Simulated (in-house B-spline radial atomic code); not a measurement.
Values are calculated unless marked as measured or tabulated.
## Building a PAW d channel for Ge, r_c = 1.53 bohr

Ge, [Ar] 3d10 4s2 4p2, non-relativistic PBE, spherical and spin-unpolarised, from an all-electron radial atomic-structure program (B-spline basis) (atomic units; all potentials screened as in the neutral atom).

Two all-electron partial waves φ1, φ2 are integrated outwards at E1 = ε(3d) = -1.108006 and E2 = E1 + 1.5 hartree; φ1 is the bound orbital and φ2 has unit norm inside r_c = 1.5337 bohr. Smooth partners are polynomials, r^3(a0 + a1 r² + a2 r⁴ + a3 r⁶), matched to φ and three derivatives at r_c, with no condition on the norm. The local potential is -9.95521 + (10.0407) r² + (-4.31732) r⁴ + (0.688408) r⁶ inside 1.2557 bohr and the all-electron one outside.

```tsv
wave	φ(r_c)	φ'(r_c)	a0	a1	a2	a3
1	0.3541123	-0.5137425	1.395366	-1.252176	0.4076737	-0.04667363
2	1.383428	2.366907	-0.363738	0.8982914	-0.3456299	0.04199553
```

Inside r_c the overlaps are <φi φj> = [[0.95740, -0.51629], [-0.51629, 1.00000]] and, for the smooth waves, [[0.18412, 0.19288], [0.19288, 0.37460]]. With χj = (Ej − T − V_local) applied to smooth wave j, the program's quadrature gives the matrix B_ij = <smooth i, χj> as [[-0.47324, 0.65887], [-0.40488, 0.47021]].

Problem. Check the match of the first wave, and find the augmentation charges q_ij.

Solution. At r_c the four terms are 5.03396, -10.62594, 8.13759, -2.19147, which sum to 0.3541, φ1(r_c) to rounding. q_ij is the all-electron overlap less the smooth one: [[0.77328, -0.70917], [-0.70917, 0.62540]]. The smooth first wave has a norm of 0.1841 inside r_c against 0.9574, and q11 > 0 puts back the missing charge.

Problem. B isn't symmetric. Show that D_ij = B_ij + Ej q_ij is.

Solution. Integrating by parts gives B12 − B21 = (E1 − E2) q12: 0.65887 − (-0.40488) = 1.06376, and −1.5 × (-0.70917) = 1.06376. So D12 = 0.65887 + (0.391994)(-0.70917) = 0.38088 and D21 = -0.40488 + (-1.108006)(-0.70917) = 0.38088; D11 = -1.33004, D22 = 0.71536. The projectors, p = (B⁻¹)ᵀ χ, are dual to the smooth waves; det B = 0.044.

Solving (T + V_local + Σ p D p) ψ = E (1 + Σ p q p) ψ in a sphere of 9 bohr gives these levels:

| all-electron | one projector | two projectors |
| --- | --- | --- |
| -1.108010 | -1.108000 | -1.108000 |
| 0.092440 | 0.098409 | 0.092444 |
| 0.315896 | 0.341606 | 0.315897 |
| 0.688407 | 0.749028 | 0.688453 |
| 1.200660 | 1.317390 | 1.201340 |

Problem. What does the second projector gain?

Solution. With one projector the errors are +0.01, +5.97, +25.71, +60.62, +116.73 millihartree. With two the errors are +0.01, 0.00, 0.00, +0.05, +0.68 millihartree. The scattering is exact at E1 and at E2 = 0.392, and over all levels compared the largest error is 0.68 millihartree. The lowest eigenvalue of the overlap operator is 1 with one and 0.949 with two projectors. The smooth orbital alone needs a cutoff of 27.1 hartree for 1 millihartree of kinetic energy, against 63.2 for a norm-conserving Troullier-Martins orbital of the same radius; part of the gain comes from giving up the norm, part from the simpler form.
